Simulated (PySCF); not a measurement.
Working out the excitation energy of Ge

Ge [Ar] 3d10 4s2 4p2 (3P) → Ge [Ar] 3d10 4s1 4p2 4d1 (high-spin determinant). Calculation: PySCF 2.14, in aug-cc-pVDZ-PP with ECP10MDF (5s4p3d, 32 functions); scalar relativity through the core potential. Frozen: 3s2 3p6 3d10. Energies in hartree (1 hartree = 27.21139 eV):

| part | Ge (lower) | Ge (upper) |
| --- | --- | --- |
| UHF | -293.341749 | -292.905297 |
| MP2 opposite-spin | -0.033710 | 0.000000 |
| MP2 same-spin | -0.007388 | -0.010942 |

What does Hartree-Fock give?

(-292.905297) − (-293.341749) = 0.436452 hartree = 11.876 eV.

What do MP2 and SCS-MP2 (6/5 opposite-spin, 1/3 same-spin) give?

The opposite-spin parts differ by 0.917 eV and the same-spin parts by -0.097 eV. MP2: 11.876 + (0.917) + (-0.097) = 12.696 eV. SCS-MP2: 11.876 + 1.2 × (0.917) + (-0.097)/3 = 12.944 eV.

One determinant mixes LS terms, so it does not stand for a single term.

The upper state lies above the first ionisation limit, but in LS coupling its spin forbids autoionisation to the ground ion.

A double-zeta basis recovers only part of the correlation energy.
